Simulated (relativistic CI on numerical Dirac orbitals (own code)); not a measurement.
## Fe³⁺ in a cubic cluster: 2p photoemission with charge transfer

Computed with a charge-transfer multiplet model of a cubic metal-ligand cluster with up to one ligand hole, Slater and spin-orbit integrals from Dirac-Coulomb-Breit ions, Slater integrals scaled by 0.8. The ground state mixes d5 with configurations of k ligand holes L, whose averages lie at kΔ + k(k − 1)U_dd/2; a core hole lowers each added d electron by U_cd. 300 K, Lorentzian 0.6 eV and Gaussian 0.8 eV FWHM.

Atomic integrals in eV (Slater integrals scaled, ζ unscaled), ground: F2dd 9.587, F4dd 5.993, zeta_d 0.056; with the core hole: F2dd 10.973, F4dd 6.899, zeta_d 0.083, zeta_core 8.126, F2cd 6.510, G1cd 4.989, G3cd 2.838.

Cluster parameters (eV): Δ = 4.8, U_dd = 7.3, 10Dq = 1.55, 10Dq(ligand) = 1.1, V(eg) = 2.9, V(t2g) = -1.27, final-state hopping factor = 0.8.

```csv
Case,n_d,d5,d6L,S
U_cd = 7.7 eV,5.19,0.81,0.19,2.50
U_cd = 8.3 eV,5.19,0.81,0.19,2.50
U_cd = 9.5 eV,5.19,0.81,0.19,2.50
```

Weights, n_d and S are thermal averages at 300 K. Binding energies count from the first peak over 30 % of the highest in each spectrum, which can be another peak from case to case. The parameters are a model scan and need not match a compound or its usual spin state. Peaks in eV (height, largest 100):
- U_cd = 7.7 eV: 0.0 (100), 5.5 (15), 7.6 (21), 14.1 (43), 15.4 (47), 21.5 (7), 22.9 (7)
- U_cd = 8.3 eV: 0.0 (100), 5.2 (15), 7.5 (24), 14.1 (44), 15.4 (47), 21.6 (8), 22.9 (9)
- U_cd = 9.5 eV: 0.0 (100), 1.4 (73), 4.8 (17), 7.6 (32), 8.9 (22), 14.0 (47), 15.3 (47), 21.8 (12), 23.2 (14)

For the case U_cd = 8.3 eV, Δ = 4.8 eV is smaller than U_dd = 7.3 eV, the charge-transfer side of the Zaanen-Sawatzky-Allen scheme. With the core hole the configuration with one ligand hole lies at Δ − U_cd = -2.9, -3.5, -4.7 eV from the one without, in the order of the table; where this is negative the screened configuration lies lower, though the effective hopping of about 3.6 eV (from the holes of the mixed ground state) mixes the two strongly wherever it is as large as the gap.

With at most 1 ligand hole the space is cut while the next configuration still counts, so covalency is underestimated, and a final configuration with one more ligand hole, which can lie low, is missing from the spectra.
